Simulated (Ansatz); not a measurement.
`[F][GeH2][I]` + H–F → `[F][GeH2][F]` + HI at 600 K and 1 bar (ligand exchange at a Ge–I bond).

Calculated with Ansatz (gas phase, PBE0-D4/def2-TZVP geometries, no zero-point term in ΔE). CBS: MP2 limit from def2 TZ/QZ plus the TZ coupled-cluster correction, frozen cores. This one scheme is used for every species. def2 core potentials past Kr. For Ge, I outer-core shells are correlated without core-valence functions, which leaves a few kJ/mol of doubt a bond. Scalar relativity is left out up to krypton.

```
       species  CCSD(T)/CBS energy (Eh)  H − E (kJ/mol)  S (J/(mol·K))
`[F][GeH2][I]`              -2474.61172            87.3          368.3
           H–F               -100.39570            42.3          194.0
`[F][GeH2][F]`              -2276.96403            89.1          327.8
            HI               -298.03592            31.6          227.0
```

H − E and S are ideal-gas, rigid-rotor, harmonic terms from PBE0-D4/def2-TZVP. 1 Eh = 2625.50 kJ/mol, R = 8.31446 J/(mol·K).

Question: By hand: ΔE, ΔH, ΔS and ΔG.

Answer: ΔE = (-2276.96403) + (-298.03592) − (-2474.61172) − (-100.39570) = 0.00747 Eh = 19.6 kJ/mol. Δ(H − E) = 89.1 + 31.6 − 87.3 − 42.3 = -8.9, so ΔH = 10.7 kJ/mol. ΔS = 327.8 + 227.0 − 368.3 − 194.0 = -7.5 J/(mol·K). ΔG = 10.7 − 600 × (-7.5)/1000 = 15.2 kJ/mol.

Question: By hand: the equilibrium constant, and the temperature at which ΔG would vanish if ΔH and ΔS stayed fixed.

Answer: log₁₀ K = −ΔG/(RT ln 10) = -1.3. ΔH and −TΔS have one sign here, so there is no such temperature.

TΔS isn't small against ΔH here. A doubt of 5 kJ/mol in ΔE shifts log₁₀ K by 0.4 here. These are equilibria of isolated gas molecules and say nothing of rates. Largest T1 diagnostic: 0.012 (customary marks: 0.02 for closed shells, 0.045 for open ones).
